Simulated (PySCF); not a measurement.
**Threshold energies of SnH in a plasma**

PBE0 in PySCF with def2-SVPD on every atom (core potentials on Sn), for the lowest determinant that a PBE0 search found; no spin–orbit coupling.

| species | state (unpaired electrons) | Re (Å) | ωe (cm⁻¹) | energy of the minimum from the neutral (eV) | De (eV) | dissociates to |
| --- | --- | --- | --- | --- | --- | --- |
| SnH | doublet (π ↑) | 1.786 | 1705 | 0.00 | 2.57 | Sn + H |
| SnH⁺ | singlet (closed shell) | 1.771 | 1814 | 7.21 | 2.67 | Sn⁺ + H |
| SnH⁻ | triplet (π ↑↑) | 1.820 | 1520 | -1.12 | 2.54 | Sn⁻ + H |

Problem. Work out the lowest energy to break SnH into atoms, from its vibrational ground state.

Solution. D0 = De − ωe/2 = 2.57 − 0.11 = 2.46 eV (PBE0/def2-SVPD).

Problem. Work out the ionisation energy of the Sn atom at this level and the threshold of dissociative ionisation.

Solution. IE(Sn) = 7.21 + 2.67 − 2.57 = 7.31 eV, so Sn⁺ + H + e⁻ appears at D0 + IE(Sn) = 9.77 eV (PBE0/def2-SVPD). The measured IE(Sn) is 7.344 eV (NIST ASD).

Problem. Work out the electron affinity of the Sn atom and the threshold of dissociative attachment.

Solution. EA(Sn) = 2.57 − 2.54 − (-1.12) = 1.15 eV, so Sn⁻ + H needs D0 − EA(Sn) = 1.31 eV (PBE0/def2-SVPD). The measured EA(Sn) is 1.112 eV.

These are thermodynamic thresholds; the onsets seen under electron impact lie higher where the geometry changes, and cross-sections peak well above them.

Spin–orbit coupling is left out, which matters for elements this heavy, above all for dissociation energies. For an ion De counts to the pair picked by the measured ionisation energies or electron affinities, which need not be the lowest pair at this level. The highest Kohn–Sham level is positive in this anion. Much of that is self-interaction error, but it also means that the finite basis helps to hold the extra electron. States were picked by a PBE0 search and need not be the measured ground states.
